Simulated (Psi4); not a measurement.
C₂ClO₂Pt, charge +1, singlet, geometry from GFN2-xTB (such geometries of metal compounds can be far from the true shape) (the multiplicity is a formal guess) (core potentials on Pt); PBE0/def2-SV(P) run with Psi4.

The Psi4 input:
```
memory 2 GB

molecule mol {
1 1
  Pt   -0.100349   -0.078233    0.007090
  Cl   -1.702310   -1.327132    0.120268
  O     0.411658    2.551488   -1.398420
  C     0.315076    1.582711   -0.843089
  O     2.688103   -0.134894    1.179423
  C     1.679659   -0.027603    0.702162
}

set basis def2-sv(p)
set reference rks
set d_convergence 1e-10

energy('pbe0')
print_variables()
```

It wrote (shortened):

```
   => Loading Basis Set <=

    Name: DEF2-SV(P)
    Role: ORBITAL
    Keyword: BASIS

    !!!  WARNING: ECP capability is in beta. Please check occupations closely.  !!!

         ---------------------------------------------------------
                                   SCF
               by Justin Turney, Rob Parrish, Andy Simmonett
                          and Daniel G. A. Smith
                              RKS Reference
         ---------------------------------------------------------

  ==> Geometry <==

    Molecular point group: c1
    Full point group: C1

    Geometry (in Angstrom), charge = 1, multiplicity = 1:

       Center              X                  Y                   Z               Mass
    ------------   -----------------  -----------------  -----------------  -----------------
         PT          -0.080850366730    -0.063031543500     0.005712106728   194.964791700000
         CL          -1.682811366730    -1.311930543500     0.118890106728    34.968852682000
         O            0.431156633270     2.566689456500    -1.399797893272    15.994914619570
         C            0.334574633270     1.597912456500    -0.844466893272    12.000000000000
         O            2.707601633270    -0.119692543500     1.178045106728    15.994914619570
         C            1.699157633270    -0.012401543500     0.700784106728    12.000000000000

  Running in c1 symmetry.

  Rotational constants: A =      0.08718  B =      0.05126  C =      0.03228 [cm^-1]
  Rotational constants: A =   2613.63418  B =   1536.77658  C =    967.75284 [MHz]
  Nuclear repulsion =  324.635880924099979

  Charge       = 1
  Multiplicity = 1
  Electrons    = 62
  Nalpha       = 31
  Nbeta        = 31

  ==> Algorithm <==

  SCF Algorithm Type is DF.
  DIIS enabled.
  MOM disabled.
  Fractional occupation disabled.
  Guess Type is SAD.
  Energy threshold   = 1.00e-06
  Density threshold  = 1.00e-10
  Integral threshold = 1.00e-12

  ==> Primary Basis <==

  Basis Set: DEF2-SV(P)
    Blend: DEF2-SV(P)
    Number of shells: 43
    Number of basis functions: 99
    Number of Cartesian functions: 106
    Spherical Harmonics?: true
    Max angular momentum: 2

  Core potential: DEF2-SV(P)
    Number of shells: 4
    Number of ECP primitives: 10
    Number of ECP core electrons: 60
    Max angular momentum: 3

  ==> DFT Potential <==

   => LibXC <=

    Version 7.1.2
    S. Lehtola, C. Steigemann, M. J. T. Oliveira, and M. A. L. Marques,  SoftwareX 7, 1–5 (2018) (10.1016/j.softx.2017.11.002)

   => Composite Functional: PBE0 <=

    PBE0 Hyb-GGA Exchange-Correlation Functional

    C. Adamo and V. Barone,  J. Chem. Phys. 110, 6158 (1999) (10.1063/1.478522)
    M. Ernzerhof and G. E. Scuseria,  J. Chem. Phys. 110, 5029 (1999) (10.1063/1.478401)

    Deriv               =              1
    GGA                 =           TRUE
    Meta                =          FALSE

    Exchange Hybrid     =           TRUE
    MP2 Hybrid          =          FALSE

   => Exchange Functionals <=

    0.7500   Perdew, Burke & Ernzerhof

   => Exact (HF) Exchange <=

    0.2500               HF

   => Correlation Functionals <=

    1.0000   Perdew, Burke & Ernzerhof

   => LibXC Density Thresholds  <==

    XC_HYB_GGA_XC_PBEH:  1.00E-15

   => Molecular Quadrature <=

    Radial Scheme          =       TREUTLER
    Pruning Scheme         =           NONE
    Nuclear Scheme         =       TREUTLER

    Blocking Scheme        =         OCTREE
    BS radius alpha        =              1
    Pruning alpha          =              1
    Radial Points          =             75
    Spherical Points       =            302
    Total Points           =         130319
    Total Blocks           =           1073
    Max Points             =            256
    Max Functions          =             92
    Weights Tolerance      =       1.00E-15

   => Loading Basis Set <=

    Name: (DEF2-SV(P) AUX)
    Role: JKFIT
    Keyword: DF_BASIS_SCF

  ==> Integral Setup <==

[...]
    Spherical Harmonics?: true
    Max angular momentum: 6

  Minimum eigenvalue in the overlap matrix is 5.2880510087E-03.
  Reciprocal condition number of the overlap matrix is 1.1757483174E-03.
    Using symmetric orthogonalization.

  ==> Pre-Iterations <==

  SCF Guess: Superposition of Atomic Densities via on-the-fly atomic UHF (no occupation information).

   -------------------------
    Irrep   Nso     Nmo
   -------------------------
     A         99      99
   -------------------------
    Total      99      99
   -------------------------

  ==> Iterations <==

                           Total Energy        Delta E     RMS |[F,P]|

   @DF-RKS iter SAD:  -805.21370609477992   -8.05214e+02   0.00000e+00
   @DF-RKS iter   1:  -804.17859974431542    1.03511e+00   1.54867e-02 DIIS/ADIIS
   @DF-RKS iter   2:  -798.06826431521586    6.11034e+00   3.58444e-02 DIIS/ADIIS
   @DF-RKS iter   3:  -804.69288280156763   -6.62462e+00   1.02806e-02 DIIS/ADIIS
   @DF-RKS iter   4:  -805.08445408839043   -3.91571e-01   5.33167e-03 DIIS/ADIIS
   @DF-RKS iter   5:  -805.19839616058721   -1.13942e-01   2.78432e-04 DIIS/ADIIS
   @DF-RKS iter   6:  -805.19881253698452   -4.16376e-04   1.01468e-04 DIIS/ADIIS
   @DF-RKS iter   7:  -805.19883218644486   -1.96495e-05   8.00741e-05 DIIS
   @DF-RKS iter   8:  -805.19886943508436   -3.72486e-05   1.71051e-05 DIIS
   @DF-RKS iter   9:  -805.19887146803558   -2.03295e-06   2.28791e-06 DIIS
   @DF-RKS iter  10:  -805.19887150208535   -3.40498e-08   3.01927e-07 DIIS
   @DF-RKS iter  11:  -805.19887150251191   -4.26553e-10   6.75901e-08 DIIS
   @DF-RKS iter  12:  -805.19887150253055   -1.86446e-11   1.60849e-08 DIIS
   @DF-RKS iter  13:  -805.19887150253123   -6.82121e-13   1.34434e-08 DIIS
   @DF-RKS iter  14:  -805.19887150253328   -2.04636e-12   1.09190e-09 DIIS
   @DF-RKS iter  15:  -805.19887150253282    4.54747e-13   2.61845e-10 DIIS
   @DF-RKS iter  16:  -805.19887150252964    3.18323e-12   3.22936e-11 DIIS
  Energy and wave function converged.

  ==> Post-Iterations <==

   Electrons on quadrature grid:
      Ntotal   =   62.0000056820 ; deviation = 5.682e-06

    Orbital Energies [Eh]
    ---------------------

    Doubly Occupied:

[...]
      31A     -0.521072

    Virtual:

[...]
    Final Occupation by Irrep:
              A
    DOCC [    31 ]
    NA   [    31 ]
    NB   [    31 ]

  @DF-RKS Final Energy:  -805.19887150252964

   => Energetics <=

    Nuclear Repulsion Energy =            324.6358809240999790
    One-Electron Energy =               -1781.9723813535797490
    Two-Electron Energy =                 703.0407339088175149
    DFT Exchange-Correlation Energy =     -50.9031049818675072
    Empirical Dispersion Energy =           0.0000000000000000
    VV10 Nonlocal Energy =                  0.0000000000000000
    Total Energy =                       -805.1988715025296415

Computation Completed

Properties will be evaluated at   0.000000,   0.000000,   0.000000 [a0]

Properties computed using the SCF density matrix

 Multipole Moments:

 ------------------------------------------------------------------------------------
     Multipole            Electronic (a.u.)      Nuclear  (a.u.)        Total (a.u.)
 ------------------------------------------------------------------------------------

 L = 1.  Multiply by 2.5417464519 to convert [e a0] to [Debye]
 Dipole X            :        -12.8651115           13.6993048            0.8341933
 Dipole Y            :        -10.0297358           10.6800778            0.6503420
 Dipole Z            :          0.9089244           -0.9678597           -0.0589353
 Magnitude           :                                                    1.0593850

 ------------------------------------------------------------------------------------

  Variable Map:
  ----------------------------------------------------------------------------
[...]
  Array Variable Map:
  ----------------------------------------------------------------------------
[...]
[...]
```
